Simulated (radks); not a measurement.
The numbers below are computed, except where a source is named.
Question: These are the eigenvalues of the occupied orbitals of an atom or ion with whole-number occupations (eV). Code: a radial shooting solver on a logarithmic mesh with Libxc functionals. Model: scalar-relativistic Kohn-Sham, PBE, spin-polarised, spherical densities, finite nucleus; Fermi nuclear charge, rms radius of each element as measured or else 0.836 A^(1/3) + 0.57 fm.

orbital  eigenvalue
1s down   -5420.322
1s up     -5420.315
2s up     -659.8916
2s down   -659.4071
2p up     -560.2542
2p down   -559.8816
3s up     -123.8686
3s down   -122.5706
3p up      -96.9891
3p down    -95.7175
3d up      -55.7551

Which element is it, and in what charge state? The configuration may be excited. Open shells, if any, are filled with parallel spins first.

Answer: Z = 23, vanadium, charge +4: V4+ in [Ar] 3d1. The list shows which subshells hold electrons but not how many an open one holds; the 1s level, -199.19 hartree, gives Z - s = 20.0 by -(Z - s)^2/2, which with screening and relativity narrows Z to a few neighbours, and the depths of the outer levels then fix element, charge and occupations together.
